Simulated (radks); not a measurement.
Tc5+, 38 electrons, occupied as [Ar] 3d10 4s1 4p6 4d3 (not the ground configuration). Method: scalar-relativistic Kohn-Sham, BLYP, spin-polarised, spherical densities, finite nucleus; open shells are filled with parallel spins first (spin-orbit coupling, left out, can overturn this in heavy ions); Fermi nuclear charge, rms radius 4.4112 fm; computed with a radial shooting solver on a logarithmic mesh with Libxc functionals.

Unscreened Slater integrals over Kohn-Sham orbitals (eV). They are taken over the spin-up orbitals.

integral    value
F0(4d,4d)  18.148
F2(4d,4d)  9.3408
F4(4d,4d)  6.2161
F0(4d,4p)  19.750
F2(4d,4p)  10.035
G1(4d,4p)  12.650
G3(4d,4p)  7.8297
F0(4d,4s)  20.350
G2(4d,4s)  9.4040
F0(4d,3d)  24.143
F2(4d,3d)  4.9447
F4(4d,3d)  2.2133
G0(4d,3d)  1.6478
G2(4d,3d)  1.8766
G4(4d,3d)  1.4184
F0(4p,4p)  21.927
F2(4p,4p)  11.610
F0(4p,4s)  22.781
G1(4p,4s)  15.543
F0(4p,3d)  28.249
F2(4p,3d)  6.7821
G1(4p,3d)  2.2022
G3(4p,3d)  2.1356
F0(4s,4s)  23.766
F0(4s,3d)  30.183
G2(4s,3d)  2.5423
F0(3d,3d)  62.189
F2(3d,3d)  30.704
F4(3d,3d)  19.523

Derived for the open shells (J is the average intra-shell exchange parameter used in DFT+U). 4d: Racah B = F2/49 - 5 F4/441 = 0.1202 eV, C = 35 F4/441 = 0.4933 eV, C/B = 4.11, F4/F2 = 0.665, J = (F2 + F4)/14 = 1.111 eV.
